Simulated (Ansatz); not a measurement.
PbSe₂⁻, relaxed as a quartet with UKS r2SCAN-D4/def2-TZVPD in Ansatz, starting from the r2SCAN-D4/def2-TZVPD geometry of the charge -1 doublet. Force threshold 0.02 eV/Å.

In the def2 sets Pb takes a core potential; there is no spin–orbit coupling. The highest occupied level of the charge -1 quartet lies above zero (up to 0.83 eV). The electron is either unbound and held by the finite basis, or the level is raised by self-interaction error. At r2SCAN-D4/def2-TZVPD a doublet of charge -1 lies 1.89 eV below the quartet, each at its own geometry. The structure comes from a short search, and lower isomers may exist.

Start:

```xyz
3

Pb   -0.650   -0.118   -0.342
Se   -0.773    1.012    1.931
Se    1.423   -0.894   -1.589
```

```json
{"step": "1", "energy (eV)": "-135951.3303", "largest force component (eV/Å)": "1.127", "SCF passes": "22"}
{"step": "2", "energy (eV)": "-135951.5764", "largest force component (eV/Å)": "0.184", "SCF passes": "41"}
{"step": "3", "energy (eV)": "-135951.6514", "largest force component (eV/Å)": "0.128", "SCF passes": "31"}
{"step": "4", "energy (eV)": "-135951.6614", "largest force component (eV/Å)": "0.092", "SCF passes": "25"}
{"step": "5", "energy (eV)": "-135951.6812", "largest force component (eV/Å)": "0.064", "SCF passes": "30"}
{"step": "6", "energy (eV)": "-135951.6826", "largest force component (eV/Å)": "0.010", "SCF passes": "26"}
```

Force components are those of the run's own axes.

End:

```csv
atom,x (Å),y (Å),z (Å)
Pb1,-1.088,-0.197,-0.572
Se2,-0.409,0.926,1.813
Se3,1.497,-0.729,-1.242
```

By distances, no bond broke or formed. The bond that changes most is Pb1–Se3, from 2.54 to 2.72 Å (atoms count from 1).

No frequencies were taken in this run, so the end may be a saddle point.

Hardware: 4 threads of Arm Neoverse V2 on a shared host. Wall time 34 s.
